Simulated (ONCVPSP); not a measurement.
Pseudopotential generation for Zr (Z = 40): ONCV, PBE, scalar-relativistic.

Zr, optimised norm-conserving Vanderbilt (ONCV), made with ONCVPSP 4.0.1 (PBE, scalar-relativistic). Core [Kr], reference 4d2 5s1.75 (charge +0.25). Waves: 5s: rc 1.40 bohr, ncon 4, nbas 7, qcut 3.8 1/bohr, 2 projectors, debl 2.9 Ha; p scattering state at 0.42 Ha: rc 2.30 bohr, ncon 4, nbas 7, qcut 3.5 1/bohr, 3 projectors, debl 2.9 Ha; 4d: rc 2.45 bohr, ncon 4, nbas 8, qcut 5.2 1/bohr, 2 projectors, debl 2.1 Ha. Local part: polynomial inside 1.40 bohr (lpopt 5, dvloc0 0 Ha). Core correction: Teter function fitted to the true core (icmod 2), fcfact 0.6.

All-electron outer shells of the reference configuration (PBE, scalar-relativistic, ld1.x):

```json
{"shell": "4p", "level (eV)": "-34.01", "outermost node (bohr)": "0.56", "outermost maximum (bohr)": "1.17"}
{"shell": "5s", "level (eV)": "-5.75", "outermost node (bohr)": "1.47", "outermost maximum (bohr)": "3.11"}
{"shell": "4d", "level (eV)": "-5.10", "outermost node (bohr)": "0.58", "outermost maximum (bohr)": "1.59"}
```

Does this generation succeed?

No. ONCVPSP 4.0.1 stopped with "optimize: ERROR ps0norm > uunorm, code will stop": the continuity conditions at rc already need more norm inside rc than the all-electron wave has, so norm conservation cannot be met. The 5s radius of 1.40 bohr lies inside the outermost node of the all-electron wave at 1.47 bohr. It happened in the s channel.
